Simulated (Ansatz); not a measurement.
Reactions of C3H6ClNSi (`C[Si](C)(Cl)C#N`).

Calculated with Ansatz (gas phase, PBE0-D4/def2-TZVP geometries, no zero-point term in ΔE). CCSD(T)/CBS adds triple-zeta CCSD(T) − MP2 to the extrapolated MP2 energy (def2 sets, frozen cores). This one scheme is used for every species. Functionals use def2-TZVPP. No spin–orbit coupling; open shells (•) take unrestricted orbitals.

```csv
reaction,CCSD(T)/CBS(def2) (kcal/mol)
`C[Si](C)(Cl)C#N` → `[CH3]`• + `C[Si](Cl)C#N`•,98.7
`C[Si](C)(Cl)C#N` → `CC#N` + `C[Si]Cl`,60.5
`C[Si](C)(Cl)C#N` + SiH₄ → `C[Si](C)([SiH3])Cl` + `C#N`,?
`C[Si](C)(Cl)C#N` + HCl → `C[Si](Cl)(Cl)C#N` + CH₄,-21.3
```

(1) Fill in the missing values. (An estimate is asked.)

Largest T1 diagnostic: 0.018, for `C[Si](Cl)C#N`•.

## Answers

(1) Computed: `C[Si](C)(Cl)C#N` + SiH₄ → `C[Si](C)([SiH3])Cl` + `C#N`: +11.8 kcal/mol.
